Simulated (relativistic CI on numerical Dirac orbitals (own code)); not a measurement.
**Dy²⁰⁺: sensitivity of the levels to the model**

Base calculation: Dirac-Coulomb-Breit CI, orbitals from a KLI potential per configuration, a model potential for QED, unscaled Slater integrals.

Configuration list (outside the closed core [Ar] 3d10): 4s²4p⁶4d¹⁰, 4s²4p⁶4d⁹4f, 4s²4p⁵4d¹⁰4f, 4s²4p⁶4d⁹5s, 4s4p⁶4d¹⁰4f, 4s²4p⁶4d⁹5p, 4s²4p⁶4d⁹5d, 4s²4p⁵4d¹⁰5s, 4p⁶4d¹⁰4f², 4p⁶4d⁹4f³, 4p⁵4d¹⁰4f³, 4p⁶4d⁹4f²5s, 4p⁶4d⁹4f²5p, 4p⁶4d⁹4f²5d. Double excitations out of closed p, d and f shells are left out; levels of such configurations are missing from the list, as are those of other unlisted configurations, and high levels can miss mixing partners. These lack a partner that the ground configuration has and come out too high: 4s²4p⁵4d¹⁰5s.

Variants: (1) configuration mixing switched off; (2) non-relativistic limit. Shifts of the energy above 4s²4p⁶4d¹⁰ ¹S0, in cm⁻¹, for the lowest level and the first level of each name with at least 55 % of one term (blank where a level changes its place among those of its configuration and J or its character, or is not in the variant):

```tsv
Level	Base	Δ(1)	Δ(2)
4s²4p⁶4d¹⁰ ¹S0	0	0	0
4s²4p⁶4d⁹4f ³P°0	1204716	-90	+4283
4s²4p⁶4d⁹4f ³P°1	1215041	-94	-6042
4s²4p⁶4d⁹4f ³P°2	1235881	-94	-26882
4s²4p⁶4d⁹4f ³H°5	1249774	-107	-5958
4s²4p⁶4d⁹4f ³H°6	1250750	-106	-6934
4s²4p⁶4d⁹4f ³F°3	1267706	+347	
4s²4p⁶4d⁹4f ³F°4	1280447	+399	-12238
4s²4p⁶4d⁹4f ³G°5	1292520	-107	
4s²4p⁶4d⁹4f ³D°1	1294392	-105	-26348
4s²4p⁶4d⁹4f ³G°3	1347900	+133	-56839
4s²4p⁶4d⁹4f ¹F°3	1366197	-63	-46248
4s²4p⁶4d⁹4f ¹P°1	1639359	+543	-31612
4s²4p⁶4d⁹5s ³D3	1706327	+351	+199805
4s²4p⁶4d⁹5s ³D1	1772326	+374	+133806
4s²4p⁶4d⁹5p ³P°2	1962422	+2390	+162506
4s²4p⁶4d⁹5p ³F°2	2031593	+106	+108402
4s²4p⁶4d⁹5p ³F°4	2069979	-51	+70016
4s²4p⁶4d⁹5p ¹P°1	2077370	+1938	+80483
4s²4p⁶4d⁹5p ¹D°2	2077697	+1151	+82659
4s²4p⁶4d⁹5p ³D°3	2087242	-52	
4s²4p⁶4d⁹5p ³P°0	2121743	+2992	+3185
```

At this charge energies of transitions that change n are usually good to better than 1 %, and those within a shell (Δn = 0) to a few per cent.

Ionisation energy from the two ground configurations alone: base 663.823 eV. The NIST ASD value (theoretical) is 664 eV.

LS names give the leading component of a level, which can be under half, so a name can repeat, a term be missing and a line seem to break the LS rules.
